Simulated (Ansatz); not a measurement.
`C[SiH](Cl)[SbH2]` → `[CH2]` (triplet) + `Cl[SiH2][SbH2]` at 400 K and 1 bar (formal loss of a carbene).

Computed with Ansatz on PBE0-D4/def2-TZVP structures; ΔE is electronic, products minus reactants. CCSD(T)/CBS adds triple-zeta CCSD(T) − MP2 to the extrapolated MP2 energy (def2 sets, frozen cores). This one scheme is used for every species. Triplets are unrestricted, without spin–orbit coupling. Elements past krypton have def2 core potentials. For Sb outer-core shells are correlated without core-valence functions, which leaves a few kJ/mol of doubt a bond.

| species | CCSD(T)/CBS energy (Eh) | H − E (kJ/mol) | S (J/(mol·K)) |
| --- | --- | --- | --- |
| `C[SiH](Cl)[SbH2]` | -1030.59494 | 196.0 | 413.7 |
| `[CH2]` (triplet) | -39.09499 | 59.0 | 205.7 |
| `Cl[SiH2][SbH2]` | -991.31414 | 112.7 | 366.6 |

H − E and S are ideal-gas, rigid-rotor, harmonic terms from PBE0-D4/def2-TZVP, for one conformer and one mirror image of each species, with the whole ground term of open shells counted as degenerate. 1 Eh = 2625.50 kJ/mol, R = 8.31446 J/(mol·K).

Problem. By hand: ΔE, ΔH, ΔS and ΔG.

Solution. ΔE = (-39.09499) + (-991.31414) − (-1030.59494) = 0.18581 Eh = 487.8 kJ/mol. Δ(H − E) = 59.0 + 112.7 − 196.0 = -24.3, so ΔH = 463.5 kJ/mol. ΔS = 205.7 + 366.6 − 413.7 = 158.6 J/(mol·K). ΔG = 463.5 − 400 × (158.6)/1000 = 400.1 kJ/mol.

Problem. By hand: the equilibrium constant, and the temperature at which ΔG would vanish if ΔH and ΔS stayed fixed.

Solution. log₁₀ K = −ΔG/(RT ln 10) = -52.2. ΔG = 0 at ΔH/ΔS = 2922 K, far beyond where these terms or the molecules hold.

The number of gas molecules changes by +1, which sets the sign of ΔS. A doubt of 5 kJ/mol in ΔE shifts log₁₀ K by 0.7 here. Other conformers and mirror images would add mixing entropy, several J/(mol·K) or more a flexible species. A triplet takes part, so the spin changes. These are equilibria of isolated gas molecules and say nothing of rates. Largest T1 diagnostic: 0.012 (customary marks: 0.02 for closed shells, 0.045 for open ones).
